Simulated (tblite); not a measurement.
Compound: CH4BFNP.
Atom-mapped SMILES: `[N:1]#[C:2][BH2-:3][PH2+:4][F:5]` (hydrogens: H6, H7 on B3; H8, H9 on P4)

Cartesian coordinates in Å at the GFN2-xTB level; atoms count from 1:
```xyz
9
CH4BFNP angstrom
N      2.0445    0.6424   -1.6960
C      1.5093    0.1895   -0.7872
B      0.7642   -0.4208    0.4304
P     -1.0031    0.1646    0.0570
F     -2.1126   -0.2853    1.1361
H      0.7665   -1.6091    0.4105
H      1.0985    0.0658    1.4618
H     -1.3508    1.5077    0.0299
H     -1.7030   -0.2487   -1.0677
```

Calculated harmonic vibrations of the isolated species, GFN2-xTB (tblite), most abundant isotopes, no scaling. Against measured fundamentals such values can be off by several per cent, at times by over 20. Modes of hydrogen on boron and phosphorus can be 10 to 20 % off. One conformer, not necessarily the lowest.

Harmonic wavenumbers (cm⁻¹): 58.8, 71.2, 194.0, 318.1, 330.2, 377.2, 614.8, 721.1, 752.2, 818.5, 843.9, 895.1, 910.3, 974.3, 1100.4, 1145.7, 2329.0, 2347.7, 2355.3, 2467.5, 2476.3.

A = 15638, B = 1829, C = 1684 MHz; mass 91.016 u (most abundant isotopes); point group Cs, symmetry number 1.

Problem. Zero-point energy?

Solution. ½Σν̃ = 11051 cm⁻¹ = 31.60 kcal/mol.

Problem. Give the ideal-gas entropy at 500 K and 1 bar in the rigid-rotor, harmonic-oscillator model (classical rotation).

Solution. Translation 42.03, rotation 27.84, vibration 26.63: S = 96.5 cal/(mol K).

Problem. And Cp and H(500 K) − H(0)?

Solution. Cp = 31.84 cal/(mol K), of which vibrations give 23.89 (their classical limit is 21 R = 41.7); H(500 K) − H(0) = 10.59 kcal/mol without the zero-point energy, 6.61 from vibrations.

Problem. Blend soft modes into free rotors: weight 1/[1 + (100 cm⁻¹/ν̃)⁴] for the oscillator and the rest for a rotor with moment μB/(μ + B), μ = h/(8π²ν), B = 10⁻⁴⁴ kg m². What vibrational entropy results?

Solution. 24.01 cal/(mol K) in place of 26.63, which changes −T·S at 500 K by +1.31 kcal/mol.

Problem. Which modes carry the vibrational entropy at 500 K?

Solution. 58.8 cm⁻¹: 5.52; 71.2 cm⁻¹: 5.14; 194.0 cm⁻¹: 3.17; 318.1 cm⁻¹: 2.23; 330.2 cm⁻¹: 2.16; 377.2 cm⁻¹: 1.92 cal/(mol K); the other 15 give 6.48 together.

Problem. How do the functions run with temperature in this model?

Solution. 
```json
{"T (K)": "100", "S (cal/(mol K))": "62.2", "Cp (cal/(mol K))": "13.9", "H − H(0) (kcal/mol)": "1.09", "G − H(0) (kcal/mol)": "-5.13", "ln q(vib)": "1.09"}
{"T (K)": "200", "S (cal/(mol K))": "73.4", "Cp (cal/(mol K))": "19.1", "H − H(0) (kcal/mol)": "2.74", "G − H(0) (kcal/mol)": "-11.95", "ln q(vib)": "2.57"}
{"T (K)": "300", "S (cal/(mol K))": "82.2", "Cp (cal/(mol K))": "24.3", "H − H(0) (kcal/mol)": "4.91", "G − H(0) (kcal/mol)": "-19.74", "ln q(vib)": "4.00"}
{"T (K)": "800", "S (cal/(mol K))": "113.0", "Cp (cal/(mol K))": "38.4", "H − H(0) (kcal/mol)": "21.21", "G − H(0) (kcal/mol)": "-69.21", "ln q(vib)": "10.49"}
{"T (K)": "1000", "S (cal/(mol K))": "121.9", "Cp (cal/(mol K))": "41.1", "H − H(0) (kcal/mol)": "29.18", "G − H(0) (kcal/mol)": "-92.73", "ln q(vib)": "12.73"}
```

q(vib) and H(0) count from the zero-point level.

Hindered rotation and anharmonicity are outside this model. Other conformers, if any are populated, would add a mixing term that is left out.
